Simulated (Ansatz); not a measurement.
`CCCC(N)=O` + `O[Si](O)(O)S` → `CCS[Si](O)(O)O` + `CC(N)=O`  (substitution at a C–C bond)

Gas-phase electronic energies from Ansatz, PBE0-D4/def2-TZVP geometries. CCSD(T)/CBS is the MP2 limit (def2-TZVPP, def2-QZVPP) plus CCSD(T) − MP2 in def2-TZVPP, frozen cores. DFT in def2-TZVPP. One conformer a species, not always the lowest.

```json
{"level": "B2PLYP", "ΔE (eV)": "0.08"}
{"level": "MP2/def2-QZVPP", "ΔE (eV)": "0.07"}
```

(1) What does CCSD(T)/CBS give? (Best estimate.)

Largest T1 diagnostic among the species: 0.014.

## Answers

(1) Ansatz gave: +0.08 eV. The listed levels differ from it by 0.00, -0.01 eV.

In def2-TZVPP, CCSD(T) changes the Hartree–Fock value by −0.04 eV (the triples alone add −0.02 eV) and MP2 by −0.07 eV. The D4 term adds −0.06 eV with B3LYP and −0.03 eV with PBE0; it sums over pairs of atoms, weighted by their polarisabilities, and B3LYP, whose exchange is more repulsive, gets the larger term. From PBE to PBE0 (25 % exact exchange), in def2-TZVPP and without D4, ΔE moves by +0.04 eV.

B3LYP here is the variant with VWN-RPA as its local correlation; programs differ in this.
